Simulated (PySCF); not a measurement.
Structure with atom numbers: `[CH3:1][O:2][c:3]1[cH:4][cH:5][cH:6][cH:7][n:8]1`. Hydrogens are named by the atom that carries them.

GIAO PBE0/pcSseg-1 shifts (PySCF, gas phase, non-relativistic, equivalent atoms averaged), each against references optimised in the same way as the molecule (TMS, H2O, NH3).

On the GFN2-xTB geometry: C3 171.7, C7 154.0, C5 144.0, C6 120.1, C4 115.5, C1 55.8, O2 129.2, N8 304.9, H(C7) 8.52, H(C5) 7.85, H(C6) 6.94, H(C4) 6.94, H(C1) 4.12 ppm.

What changes on the PBE0-D3(BJ)/def2-SVP geometry?

Answers


| atoms | δ (ppm) | change |
| --- | --- | --- |
| C3 | 168.4 | -3.3 |
| C7 | 153.6 | -0.4 |
| C5 | 143.6 | -0.4 |
| C6 | 120.4 | +0.3 |
| C4 | 115.0 | -0.5 |
| C1 | 53.6 | -2.2 |
| O2 | 126.7 | -2.5 |
| N8 | 301.8 | -3.1 |
| H(C7) | 8.29 | -0.23 |
| H(C5) | 7.61 | -0.24 |
| H(C6) | 6.78 | -0.16 |
| H(C4) | 6.76 | -0.18 |
| H(C1) | 3.86 | -0.26 |

Bonds between heavy atoms that differ most (equivalent bonds averaged): C7–N8 1.326 → 1.335 Å, C5–C6 1.392 → 1.401 Å, C6–C7 1.380 → 1.388 Å, O2–C3 1.344 → 1.337 Å, C4–C5 1.377 → 1.383 Å. Mean change of bonds to hydrogen: C–H +0.011 Å.
